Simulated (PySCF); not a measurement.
# Reading the logs of faulty runs: AlGeH2NO

These are calculations, not measurements. They come from PySCF 2.14.0, an open-source quantum chemistry program, on an isolated molecule that a program drew, which may never have been made. The molecule is AlGeH2NO (charge 0, singlet), drawn as the SMILES string `[O]=[GeH][NH][Al]`.

Each row is a Hartree-Fock (HF) and frozen-core CCSD(T) single point in the cc-pV(D+d)Z basis, meant for a local HF minimum. Run 1 is clean. Each other run has one planted mistake out of seven kinds, and not every kind appears here: one electron removed, one electron added, multiplicity raised by two, geometry at a saddle point, minimal basis STO-3G, one bond length entered in bohr, all coordinates scaled. The reference is restricted for singlets and unrestricted otherwise, and also for a bond in bohr. Adding or removing an electron swaps singlet and doublet. Electrons count all cores. HOMO and LUMO are orbital energies over both spins, the gradient is its largest component, and the lowest frequency (negative if imaginary) is given only where the gradient is small. Bond lengths are over the 5 bonds as drawn. T1 is the CCSD diagnostic: over 0.02 (restricted) or 0.045 (unrestricted) a single reference is doubtful. Germanium has the cc-pVDZ-PP basis, with a core potential (ECP10MDF) in place of its 10 inner electrons, and its 3s, 3p and 3d shells are frozen in CCSD(T).

Geometry of the clean run:
```xyz
6
AlGeH2NO, angstrom
O    -0.5926   -0.5948   -1.7630
Ge   -1.1524    0.6080   -0.8308
N    -2.4378    1.6991   -1.4303
Al   -3.2296    1.5842   -3.0951
H    -0.7080    0.9662    0.5832
H    -2.7151    2.4137   -0.7729
```

| run | electrons | basis functions | <S^2> | HOMO (eV) | LUMO (eV) | gradient (hartree/bohr) | lowest frequency (cm^-1) | mean bond (Å) | longest bond (Å) | T1 | HF (hartree) | CCSD(T) (hartree) | mistake |
|---|---|---|---|---|---|---|---|---|---|---|---|---|---|
| 1 | 62 | 84 | 0.000 | -8.54 | 1.26 | 2.1e-05 | 85 | 1.5586 | 1.847 | 0.0244 | -665.76721 | -666.30688 | no fault |
| 2 | 62 | 84 | 1.107 | -8.20 | 1.22 | 3.7e-02 | - | 1.8471 | 3.064 | 0.0321 | -665.66485 | -666.14796 | one bond length entered in bohr |
| 3 | 61 | 84 | 0.757 | -15.26 | -7.06 | 4.2e-02 | - | 1.5586 | 1.847 | 0.0389 | -665.48186 | -665.99301 | ? |
| 4 | 62 | 84 | 0.000 | -8.89 | 0.97 | 7.4e-02 | - | 1.7035 | 2.019 | 0.0334 | -665.71804 | -666.28267 | ? |

**Which mistake was planted in run 3, and what did it cost?**

It counts 61 electrons, one fewer than the clean run, at the same geometry and basis. So the mistake is: one electron removed. Subtracting run 1 and multiplying by 627.51 kcal/mol a hartree, the energy moved by 179.1 kcal/mol in HF and 197.0 kcal/mol in CCSD(T).

**Which mistake was planted in run 4, and what did it cost?**

The mean and the longest bond both change by the same factor, 1.093, and the gradient is no longer small. So the mistake is: all coordinates scaled. Subtracting run 1 and multiplying by 627.51 kcal/mol a hartree, the energy moved by 30.9 kcal/mol in HF and 15.2 kcal/mol in CCSD(T).

Cautions from the logs. Run 1: T1 is over the limit, so its CCSD(T) energy is less reliable; run 4: T1 is over the limit, so its CCSD(T) energy is less reliable.
